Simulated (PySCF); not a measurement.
Compound: C₅H₄O₃ (charge +1 and doublet state).
Structure used (PBE0-D3(BJ)/def2-SVP), in Å, numbered top down from 1:
```
atom  x, y, z in Å
O1     1.8608   -0.0849   -1.9471
C2     1.6305   -0.1421   -0.7762
O3     2.4716   -0.2872    0.2279
C4     0.2337   -0.0319   -0.2543
C5    -0.3049    0.0381    1.0553
C6    -1.6693    0.1623    0.8945
C7    -1.8920    0.1638   -0.5064
O8    -0.7472    0.0472   -1.1673
H9     3.3834   -0.3483   -0.1087
H10    0.2786   -0.0037    1.9750
H11   -2.4406    0.2443    1.6610
H12   -2.8023    0.2410   -1.1059
```

The calculation used PySCF, PBE0-D3(BJ)/def2-SVP geometry optimisation, gas phase.

Take the most abundant isotopes and a rigid rotor. The values belong to one conformer with, in the numbering `[O:1]=[C:2]([OH:3])[C+:4]1[CH:5][CH:6]=[CH:7][O:8]1`, O1–C2–O3–H 0°, O1–C2–C4–C5 -174°.

(1) Give the principal moments of inertia and the rotational constants in GHz.

(2) What kind of rotor is it?

(3) Is it planar, by Δ = Ic − Ia − Ib?

(4) Give the other two planar moments, Paa and Pbb, and the rms extents of the mass along the axes.

(5) List the rotational levels J(Ka,Kc) to J = 5 (MHz).

(6) Which lines would a microwave search look for?

## Answers

(1) Ia = 98.54, Ib = 304.65, Ic = 402.88 u·Å²; 505379 MHz·u·Å²/I gives 5129, 1659 and 1254 MHz, that is A = 5.1289, B = 1.6589, C = 1.2544 GHz.

(2) An asymmetric top: κ = (2 × 1659 − 5129 − 1254)/(5129 − 1254) = -0.79.

(3) Not planar: Δ = Ic − Ia − Ib = -0.30 u·Å². For a rigid frame Δ = −2 Σ m c², so Σ m c² = 0.15 u·Å² lies off the ab plane: 0.01 from hydrogen and 0.14 from heavier atoms. The atom farthest from that plane is 0.07 Å away.

(4) Paa = Σ m a² = (Ib + Ic − Ia)/2 = 304.50 and Pbb = Σ m b² = (Ia + Ic − Ib)/2 = 98.39 u·Å². With the mass M = 112.02 u, the rms extents √(P/M) along a, b and c are 1.65, 0.94, 0.04 Å.

(5) Above 0(0,0):
J = 1: 1(0,1) 2913, 1(1,1) 6383, 1(1,0) 6788
J = 2: 2(0,2) 8707, 2(1,2) 11805, 2(1,1) 13019, 2(2,1) 23429, 2(2,0) 23462
J = 3: 3(0,3) 17315, 3(1,3) 19919, 3(1,2) 22344, 3(2,2) 32169, 3(2,1) 32334, 3(3,1) 50550, 3(3,0) 50552
J = 4: 4(0,4) 28647, 4(1,4) 30701, 4(1,3) 34734, 4(2,3) 43796, 4(2,2) 44282, 4(3,2) 62265, 4(3,1) 62277, 4(4,1) 87915, 4(4,0) 87915
J = 5: 5(0,5) 42606, 5(1,5) 44127, 5(1,4) 50147, 5(2,4) 58288, 5(2,3) 59381, 5(3,3) 76929, 5(3,2) 76977, 5(4,2) 102555, 5(4,1) 102556, 5(5,1) 135537, 5(5,0) 135537

(6) The dipole components (about the centre of mass, as the species is charged) are |μa| = 4.87 D, |μb| = 2.58 D, |μc| = 0.01 D. The squared components, which scale the intensities, stand as 1.00 : 0.28 : 0.00 (a : b : c). Some lines, for components of 0.1 D or more:

```json
{"type": "a", "branch": "Q", "J(Ka,Kc)": "5(2,3) ← 5(2,4)", "MHz": "1093", "lower level (cm⁻¹)": "1.944"}
{"type": "a", "branch": "R", "J(Ka,Kc)": "1(0,1) ← 0(0,0)", "MHz": "2913", "lower level (cm⁻¹)": "0.000"}
{"type": "b", "branch": "Q", "J(Ka,Kc)": "2(1,1) ← 2(0,2)", "MHz": "4312", "lower level (cm⁻¹)": "0.290"}
{"type": "a", "branch": "R", "J(Ka,Kc)": "2(1,2) ← 1(1,1)", "MHz": "5422", "lower level (cm⁻¹)": "0.213"}
{"type": "a", "branch": "R", "J(Ka,Kc)": "2(0,2) ← 1(0,1)", "MHz": "5793", "lower level (cm⁻¹)": "0.097"}
{"type": "a", "branch": "Q", "J(Ka,Kc)": "5(1,4) ← 5(1,5)", "MHz": "6020", "lower level (cm⁻¹)": "1.472"}
{"type": "a", "branch": "R", "J(Ka,Kc)": "2(1,1) ← 1(1,0)", "MHz": "6231", "lower level (cm⁻¹)": "0.226"}
{"type": "b", "branch": "R", "J(Ka,Kc)": "1(1,1) ← 0(0,0)", "MHz": "6383", "lower level (cm⁻¹)": "0.000"}
{"type": "a", "branch": "R", "J(Ka,Kc)": "3(1,3) ← 2(1,2)", "MHz": "8113", "lower level (cm⁻¹)": "0.394"}
{"type": "b", "branch": "Q", "J(Ka,Kc)": "5(2,3) ← 5(1,4)", "MHz": "9234", "lower level (cm⁻¹)": "1.673"}
{"type": "b", "branch": "Q", "J(Ka,Kc)": "2(2,0) ← 2(1,1)", "MHz": "10443", "lower level (cm⁻¹)": "0.434"}
{"type": "a", "branch": "R", "J(Ka,Kc)": "4(1,4) ← 3(1,3)", "MHz": "10782", "lower level (cm⁻¹)": "0.664"}
{"type": "b", "branch": "Q", "J(Ka,Kc)": "2(2,1) ← 2(1,2)", "MHz": "11623", "lower level (cm⁻¹)": "0.394"}
{"type": "a", "branch": "R", "J(Ka,Kc)": "4(2,3) ← 3(2,2)", "MHz": "11627", "lower level (cm⁻¹)": "1.073"}
{"type": "b", "branch": "R", "J(Ka,Kc)": "5(0,5) ← 4(1,4)", "MHz": "11905", "lower level (cm⁻¹)": "1.024"}
{"type": "a", "branch": "R", "J(Ka,Kc)": "4(2,2) ← 3(2,1)", "MHz": "11948", "lower level (cm⁻¹)": "1.079"}
{"type": "a", "branch": "R", "J(Ka,Kc)": "4(1,3) ← 3(1,2)", "MHz": "12390", "lower level (cm⁻¹)": "0.745"}
{"type": "a", "branch": "R", "J(Ka,Kc)": "5(3,2) ← 4(3,1)", "MHz": "14700", "lower level (cm⁻¹)": "2.077"}
{"type": "b", "branch": "R", "J(Ka,Kc)": "2(2,0) ← 1(1,1)", "MHz": "17079", "lower level (cm⁻¹)": "0.213"}
{"type": "b", "branch": "Q", "J(Ka,Kc)": "5(3,2) ← 5(2,3)", "MHz": "17595", "lower level (cm⁻¹)": "1.981"}
{"type": "b", "branch": "Q", "J(Ka,Kc)": "4(3,2) ← 4(2,3)", "MHz": "18469", "lower level (cm⁻¹)": "1.461"}
{"type": "b", "branch": "Q", "J(Ka,Kc)": "5(3,3) ← 5(2,4)", "MHz": "18641", "lower level (cm⁻¹)": "1.944"}
{"type": "b", "branch": "R", "J(Ka,Kc)": "3(2,1) ← 2(1,2)", "MHz": "20529", "lower level (cm⁻¹)": "0.394"}
{"type": "b", "branch": "Q", "J(Ka,Kc)": "4(4,0) ← 4(3,1)", "MHz": "25638", "lower level (cm⁻¹)": "2.077"}
{"type": "b", "branch": "Q", "J(Ka,Kc)": "4(4,1) ← 4(3,2)", "MHz": "25650", "lower level (cm⁻¹)": "2.077"}
{"type": "b", "branch": "Q", "J(Ka,Kc)": "5(5,1) ← 5(4,2)", "MHz": "32981", "lower level (cm⁻¹)": "3.421"}
{"type": "b", "branch": "R", "J(Ka,Kc)": "5(4,2) ← 4(3,1)", "MHz": "40278", "lower level (cm⁻¹)": "2.077"}
{"type": "b", "branch": "R", "J(Ka,Kc)": "5(5,1) ← 4(4,0)", "MHz": "47622", "lower level (cm⁻¹)": "2.933"}
```

For this open shell read J as N, the rotation without spin; fine and hyperfine splittings come on top. No frequency check. ⟨S²⟩ = 0.766 (exact for a doublet: 0.75). No vibrational averaging or centrifugal distortion is included, and the geometry carries the error of its method.
